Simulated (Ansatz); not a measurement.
Isomers of C₂H₆Cl₃NSi (singlet), relaxed with r2SCAN-D4/def2-SVP; total energies from Ansatz at ωB97X-V/def2-TZVP.

| isomer | description | energy (Eh) |
| --- | --- | --- |
| A | Si(NMe2)Cl3 (C2H6Cl3NSi) | -1804.67023 |
| B | SiCl3(NHEt) (C2H6Cl3NSi) | -1804.68344 |

**Question.** Work out the relative energies (1 Eh = 2625.5 kJ/mol) and the Boltzmann populations at 500 K from electronic energies alone (R = 8.314 J/mol/K).

**Answer.** ΔE: A 34.7, B 0.0 kJ/mol. RT = 4.16 kJ/mol. Factors exp(−ΔE/RT): A 0.000238, B 1; sum 1.000. Populations: A 0.0 %, B 100.0 %. Zero-point energy, vibrational entropy and symmetry numbers are left out and can shift these; an error of 4 kJ/mol changes a ratio by a factor of 2.6. Over the other density-functional and correlated levels in def2 sets, the gap between B and A ranges from 30 to 38 kJ/mol.
